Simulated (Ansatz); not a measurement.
## Active spaces for MnH₂, sextet

Calculated in Ansatz's Gaussian-basis code. Basis def2-SVP, nonrelativistic, 9 orbitals frozen in the corrections. State-specific CASSCF; RHF is the lowest restricted (open-shell) Hartree–Fock solution met. The basis is small, far from the limit. Solutions may break the symmetry of the shape. Lower solutions, or ones in other orbitals, may exist.

Geometry:

```xyz
3

H     0.0000    0.0000    1.7000
Mn    0.0000    0.0000    0.0000
H     0.0000    0.0000   -1.7000
```

**Question.** What do CASSCF and its corrections give against RHF in CAS(9,8), and what are the occupations?

**Answer.** CASSCF -0.443 eV, SC-NEVPT2 -2.548 eV; occupations 2.00, 1.97, 1.00, 1.00, 1.00, 1.00, 1.00, 0.03.
